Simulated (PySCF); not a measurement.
A geometry optimisation on `FC(F)[SiH2]P`.

Method: PBE0-D3(BJ)/def2-SVP geometry optimisation, gas phase (PySCF 2.14.0). Start geometry: GFN2-xTB. A driver script takes a list of jobs; this job's settings line and coordinates (Å) are shown.

Command:
```bash
OMP_NUM_THREADS=1 python probes_run.py task.json out
```

Input:
```
{"job": {"xc": "PBE0", "basis": "def2-SVP", "d3": "d3bj", "grid": 1, "shake": 0.01, "kind": "geom"}, "charge": 0, "multiplicity": 1}
F     -1.007290    -1.572720    -0.863250
C     -1.388180    -0.476040    -0.109430
F     -1.668290    -0.961670     1.126010
Si     0.108340     0.806350    -0.028240
P      1.792620    -0.366800     0.767190
H     -2.334560    -0.089170    -0.514260
H      0.163800     1.357950    -1.380360
H     -0.345500     1.834530     0.918470
H      1.975250    -1.119570    -0.348310
H      2.754260     0.566200     0.411140
```

Q: Estimate the output.

A: 
```
step   0  E = -870.75791194  max force = 0.037064
step   1  E = -870.76355602  max force = 0.005973
step   2  E = -870.76432367  max force = 0.002161
step   3  E = -870.76456100  max force = 0.001550
step   4  E = -870.76460806  max force = 0.000748
step   5  E = -870.76461649  max force = 0.000266
optimisation converged
```

Energies in Eh; «max force» is the largest Cartesian gradient component in Eh/bohr.

Q: Give the first gradient maximum in eV/Å.

A: With 1 Eh/bohr = 51.422 eV/Å, 1.906 eV/Å.

Main results: final energy -870.76462 Eh after 5 steps; dipole 2.17 D.

Q: Give the final coordinates.

A: 0.057 Å rms from the input after alignment:
```
atom  x, y, z in Å
F1    -0.8221   -1.6126   -0.9820
C2    -1.3309   -0.6455   -0.1691
F3    -1.5791   -1.2025    1.0436
Si4   -0.0361    0.7690    0.0105
P5     1.8216   -0.1741    0.8826
H6    -2.2986   -0.3243   -0.5987
H7     0.1472    1.3877   -1.3371
H8    -0.5815    1.7870    0.9553
H9     2.0745   -0.9224   -0.3083
H10    2.6534    0.9175    0.4799
```

On an Arm Neoverse N1 with one thread, shared host with 64 logical CPUs at a one-minute load of 30, this took 33 s wall and 0.42 GiB of memory at its peak.
Labels such as C1 count atoms from 1, the log's own numbers from 0.
